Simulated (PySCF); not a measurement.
AlFH2OSe, SMILES [SeH][Al]([OH])[F]. Coordinates come from a B3LYP-D3(BJ)/def2-SVP optimisation. The values are those of a single conformer.

Computed equilibrium geometry at B3LYP-D3(BJ)/def2-SVP (PySCF confirms it by a frequency run) as bond lengths and angles, and its point group (one conformer of several):
point group Cs.
Atoms: Al1 F2 O3 H4 Se5 H6. Bonds (Å): Al1–F2 1.664, Al1–O3 1.692, Al1–Se5 2.299, O3–H4 0.962, Se5–H6 1.477. Angles (°): F2–Al1–O3 121.3, F2–Al1–Se5 118.8, O3–Al1–Se5 119.8, Al1–O3–H4 126.5, Al1–Se5–H6 90.3.
Charge 0, spin multiplicity 1.
